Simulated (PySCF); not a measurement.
## Correlation energy of Ag²⁺ (silver, charge +2)

[Kr] 4d8 5p1, one real determinant (an excited configuration). Computed with PySCF 2.14 in x2c-TZVPPall, with the spin-free X2C one-electron Hamiltonian (Gaussian nucleus). Frozen: [Kr]; 9 electrons correlated.

MP2 pair energies summed by pair of shells (mhartree):

| pair | energy | share (%) |
| --- | --- | --- |
| 4d-4d | -209.47 | 88.9 |
| 4d-5p | -26.11 | 11.1 |

Total MP2 correlation energy: -235.58 mhartree.

Same-spin part -93.44 and opposite-spin part -142.14 mhartree; SCS-MP2 scales them by 1/3 and 6/5 to -201.72 mhartree.

The reference is one real determinant that mixes LS terms of this configuration.
